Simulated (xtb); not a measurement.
xtb input (GFN2-xTB):

```bash
xtb mol.xyz --gfn 2 --ohess tight --chrg 0 --uhf 0
```
mol.xyz:
```
4

In     0.00919923    -0.03120363     0.01970089
H     -0.22142817     1.71743288    -0.04432557
H     -1.36683325    -1.04150275     0.06547455
H      1.61958490    -0.62257339    -0.00806480
```

End of the output:

```
   ------------------------------------------------------------------------
    298.15    0.430644E-02    0.187723E-01    0.260743E-01   -0.730197E-02
   ------------------------------------------------------------------------

         :::::::::::::::::::::::::::::::::::::::::::::::::::::
         ::                  THERMODYNAMIC                  ::
         :::::::::::::::::::::::::::::::::::::::::::::::::::::
         :: total free energy          -2.696864196416 Eh   ::
         ::.................................................::
         :: total energy               -2.689562224276 Eh   ::
         :: zero point energy           0.014465862338 Eh   ::
         :: G(RRHO) w/o ZPVE           -0.021767834477 Eh   ::
         :: G(RRHO) contrib.           -0.007301972140 Eh   ::
         :::::::::::::::::::::::::::::::::::::::::::::::::::::

optimized geometry written to: xtbopt.xyz

           -------------------------------------------------
          | TOTAL ENERGY               -2.689562224276 Eh   |
          | TOTAL ENTHALPY             -2.670789924852 Eh   |
          | TOTAL FREE ENERGY          -2.696864196416 Eh   |
          | GRADIENT NORM               0.000030083570 Eh/α |
          | HOMO-LUMO GAP               4.914651396024 eV   |
           -------------------------------------------------

------------------------------------------------------------------------
------------------------------------------------------------------------
 total:
 SCF:
 ANC optimizer:
 analytical hessian:
```
